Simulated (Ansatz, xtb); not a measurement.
System: C3H6O2 (charge 0, singlet). SMILES: O=C(C)OC
Geometry from a B3LYP-D3(BJ)/def2-TZVP (Ansatz, a program for electronic structure) optimisation:
```xyz
11

C     -1.8543     0.1696     0.1592
C     -0.4282    -0.1404    -0.2035
O     -0.0723    -0.8339    -1.1211
O      0.4291     0.4670     0.6430
C      1.8231     0.2390     0.3870
H     -2.5223    -0.3365    -0.5316
H     -2.0217     1.2467     0.1188
H     -2.0572    -0.1540     1.1808
H      2.0924     0.5983    -0.6055
H      2.3561     0.7951     1.1531
H      2.0542    -0.8236     0.4535
```
Charge 0, spin multiplicity 1.

Harmonic wavenumbers from GFN2-xTB (xtb, at its own minimum), cm⁻¹: -37, 54, 185, 254, 402, 582, 628, 880, 984, 1007, 1066, 1124, 1152, 1203, 1366, 1389, 1443, 1444, 1445, 1465, 1787, 2977, 2989, 3038, 3043, 3044, 3071.

Problem. Give the harmonic wavenumbers at B3LYP-D3(BJ)/def2-TZVP (Ansatz, finite differences of forces, unscaled).

Solution. 45, 136, 179, 284, 426, 611, 645, 857, 987, 1069, 1073, 1175, 1210, 1268, 1401, 1471, 1475, 1478, 1486, 1499, 1798, 3054, 3056, 3114, 3123, 3156, 3161 cm⁻¹. Zero-point energy 56.1 kcal/mol.

Problem. From these and the geometry, give the ideal-gas thermochemistry at 298.15 K and 1 atm (rigid rotor, harmonic oscillator).

Solution. Point group C1, rotational symmetry number 1. Rotational constants 10.26, 4.157, 3.072 GHz. S(trans) 38.82, S(rot) 25.31, S(vib) 14.04, S(elec, spin only) 0.00, S 78.2 cal/(mol K). H(298) - H(0) 4.48 kcal/mol; G - E(el) 37.3 kcal/mol. Tabulated S at 1 bar: 77.5 cal/(mol K) (CRC Handbook, as tabulated in the package chemicals); it can hold hindered rotation or other conformers, which this model lacks.
